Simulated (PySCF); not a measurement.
Atom-mapped SMILES (the numbers label the heavy atoms): `[H]/[N:1]=[CH:2]\[C@H:3]1[CH2:4][CH2:5][CH2:6][O:7][C:8]1=[O:9]`; H(Xn) means a hydrogen on atom n. Ha(C4), Ha(C5), Ha(C6) are cis to C2 on the ring; Hb(C4), Hb(C5), Hb(C6) are trans to C2 on the ring.

PySCF 2.14 calculation with coordinates at the GFN2-xTB level and shieldings: GIAO PBE0/pcSseg-1; non-relativistic, a single conformation, no solvent model.

Predict the 2D correlation tables (HSQC, COSY, HMBC).

Answers



HSQC (one-bond C–H):
```tsv
δH	δC
7.67 (H(C2))	165.3 (C2)
4.65 (Hb(C6))	71.2 (C6)
4.32 (Ha(C6))	71.2 (C6)
2.88 (H(C3))	45.7 (C3)
2.20 (Hb(C4))	29.2 (C4)
1.83 (Hb(C5))	26.7 (C5)
1.68 (Ha(C5))	26.7 (C5)
1.68 (Ha(C4))	29.2 (C4)
```

COSY cross peaks (H two or three bonds apart, from the bond graph; peaks can be absent where the dihedral angle is near 90°):
```tsv
δH	δH
7.67 (H(C2))	2.88 (H(C3))
4.65 (Hb(C6))	4.32 (Ha(C6))
4.65 (Hb(C6))	1.83 (Hb(C5))
4.65 (Hb(C6))	1.68 (Ha(C5))
4.32 (Ha(C6))	1.83 (Hb(C5))
4.32 (Ha(C6))	1.68 (Ha(C5))
2.88 (H(C3))	2.20 (Hb(C4))
2.88 (H(C3))	1.68 (Ha(C4))
2.20 (Hb(C4))	1.83 (Hb(C5))
2.20 (Hb(C4))	1.68 (Ha(C5))
2.20 (Hb(C4))	1.68 (Ha(C4))
1.83 (Hb(C5))	1.68 (Ha(C5))
1.83 (Hb(C5))	1.68 (Ha(C4))
1.68 (Ha(C5))	1.68 (Ha(C4))
```

HMBC (two and three bonds, from the bond graph):
```tsv
δH	δC
7.67 (H(C2))	170.2 (C8), 45.7 (C3), 29.2 (C4)
4.65 (Hb(C6))	170.2 (C8), 29.2 (C4), 26.7 (C5)
4.32 (Ha(C6))	170.2 (C8), 29.2 (C4), 26.7 (C5)
2.88 (H(C3))	170.2 (C8), 165.3 (C2), 29.2 (C4), 26.7 (C5)
2.20 (Hb(C4))	170.2 (C8), 165.3 (C2), 71.2 (C6), 45.7 (C3), 26.7 (C5)
1.83 (Hb(C5))	71.2 (C6), 45.7 (C3), 29.2 (C4)
1.68 (Ha(C5))	71.2 (C6), 45.7 (C3), 29.2 (C4)
1.68 (Ha(C4))	170.2 (C8), 165.3 (C2), 71.2 (C6), 45.7 (C3), 26.7 (C5)
```

δ = σ(ref) − σ, references computed at the same level: TMS for 1H and 13C.

Short H···H contacts in this conformer between protons four or more bonds apart (candidates for NOE cross peaks, intensity ∝ r⁻⁶): H(C2)···Ha(C4) 2.45 Å, Ha(C4)···Ha(C6) 2.46 Å, H(C2)···Hb(C4) 2.70 Å, H(C3)···Hb(C5) 2.75 Å.

The OH or NH signal is concentration- and solvent-dependent in practice; the value given is the gas-phase one. Shifts are as computed. Against solution values, carbons near 30 ppm lie about +3 ppm off and those near 130 ppm about +5 ppm. Of 1211 compounds with measured shifts, 218 miss one by over three times the rms of a fit or turn the order of signals round; such compounds aren't used in these exercises.
